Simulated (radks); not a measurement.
All-electron atom: H0.9+ in 1s0.1 (fractional occupations, a model configuration). All-electron calculation, scalar-relativistic Kohn-Sham, LDA (Slater exchange, Perdew-Wang correlation), spin-unpolarised, spherical densities, point nucleus. Program: a radial shooting solver on a logarithmic mesh with Libxc functionals.

Normalised radial functions P(r) = r R(r), r in bohr:

```
   r/bohr * 1s (the largest magnitude, 0.768, reaches the edge; | marks zero)
  0.05848 |        *
  0.07258 |          *
   0.0908 |            *
   0.1136 |               *
   0.1421 |                  *
   0.1764 |                      *
   0.2207 |                           *
   0.2761 |                                *
   0.3454 |                                     *
   0.4286 |                                          *
   0.5363 |                                               *
   0.6709 |                                                    *
   0.8394 |                                                      *
    1.042 |                                                      *
    1.303 |                                                   *
     1.63 |                                            *
     2.04 |                                   *
    2.532 |                         *
    3.167 |               *
    3.963 |       *
    4.957 |  *
```

1s: eigenvalue -16.502 eV, 0 radial nodes, <r> = 1.37 bohr, 90 % of the charge inside 2.41 bohr.
